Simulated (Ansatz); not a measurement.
Process, species as SMILES: [H]/[C]=C\Cl → 2 C atom + Cl atom + 2 H atom
B3LYP-D3(BJ)/def2-TZVP geometries, fixed; electronic energies without zero-point terms.
Largest species:
```
C
C 1 1.2939
H 2 1.0745 1 142.68
H 1 1.0811 2 125.44 3 -180.00
Cl 1 1.7730 4 112.00 2 -180.00
```
Charge 0, spin multiplicity 2.

Basis-set convergence of the atomisation energy at PBE with Ansatz (a first-principles code). All functions are spherical. The program fits the integrals of some runs and decomposes those of others, by size. Open shells are unrestricted. No added dispersion term, no relativity. Functions are those of the species that has most. Reference: the value in aug-pcseg-3, 443.00 kcal/mol, itself unsure by roughly 0.20 kcal/mol (its mean distance from aug-cc-pV(Q+d)Z, cc-pV(5+d)Z, def2-QZVPPD). Deviations are taken from unrounded values.

```csv
basis,functions,atomisation energy (kcal/mol),minus reference (kcal/mol)
pcseg-0,35,417.55,-25.45
pcseg-1,56,435.21,-7.78
aug-pcseg-1,91,436.17,-6.82
aug-cc-pV(D+d)Z,96,436.17,-6.82
pcseg-2,122,442.46,-0.54
jun-cc-pV(T+d)Z,154,442.30,-0.69
aug-pcseg-2,188,442.87,-0.12
aug-cc-pV(T+d)Z,193,442.26,-0.74
pcseg-3,250,442.99,-0.01
aug-cc-pV(Q+d)Z,341,443.18,0.18
aug-pcseg-3,357,443.00,0.00
```

The smallest set listed that lies within 2 kcal/mol of the reference with all its larger relatives (same family, alike in diffuse functions; a set with none counts only in the reference's own line) is pcseg-2 (122 functions, -0.54 kcal/mol off).
